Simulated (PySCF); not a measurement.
1,1-dichloroprop-1-ene (C3H4Cl2), SMILES C(=C(Cl)Cl)C.

Geometry optimised at B3LYP-D3(BJ)/def2-SVP.

Two levels are set side by side: TDA-PBE/def2-SVPD (PySCF) and TDA-CAM-B3LYP/def2-SVPD (PySCF). Vertical, same geometry. The lowest singlet is HOMO→LUMO+1 99 % with PBE and HOMO→LUMO+1 76 %, HOMO→LUMO+2 14 % with the other functional; states are paired by order. Differences are taken from unrounded values.

```tsv
quantity	TDA-CAM-B3LYP
lowest singlet excitation (eV)	6.05
lowest triplet excitation (TDA) (eV)	3.92
first bright state (f over 0.05) (eV)	6.86
its oscillator strength	0.48
```

Q: What does TDA-PBE give, and how far is it from TDA-CAM-B3LYP? (Estimate from the structure and the level; the computed values follow.)

A: 
```
quantity                               TDA-PBE  TDA-PBE minus TDA-CAM-B3LYP
-------------------------------------  -------  ---------------------------
lowest singlet excitation (eV)            5.28                        -0.77
lowest triplet excitation (TDA) (eV)      3.95                         0.02
first bright state (f over 0.05) (eV)     6.40                        -0.46
its oscillator strength                   0.37                        -0.11
```

A lower first singlet is the usual sign of a functional without exact exchange. Differences between two approximate levels are no errors against the true value.

Rough cost on one machine, each run with all the roots and properties that it gave: TDA-CAM-B3LYP against TDA-PBE about 4 times.
